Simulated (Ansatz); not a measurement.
```xyz
6

F    -1.547    0.962    0.925
Sn   -0.142    0.506   -0.288
Cl   -1.154   -1.026   -1.688
Se    1.700   -0.584    0.994
H     0.276    1.926   -1.115
H     0.868   -1.783    1.171
```

Charge 0, multiplicity 1. Sn takes the def2 core potential.

Q: List the ωB97M-V/def2-TZVPP orbital energies in eV (Ansatz 0.2.0). (Estimate.)

A: Computed: Occupied: -12368.92, -2772.08, -1589.21, -1423.97, -1423.95, -1423.89, -676.60, -262.46, -218.65, -199.94, -199.80, -199.80, -161.58, -161.52, -161.32, -144.63, -99.24, -99.20, -99.16, -61.52, -61.49, -61.32, -61.28, -61.24, -35.14, -32.89, -32.81, -32.72, -32.70, -32.15, -25.55, -22.96, -17.54, -14.41, -14.13, -14.03, -13.57, -12.58, -12.17, -11.78, -11.12, -10.02. Lowest empty: -0.06, 1.08, 1.14, 1.90, 3.02, 3.13, 4.04, 4.37.
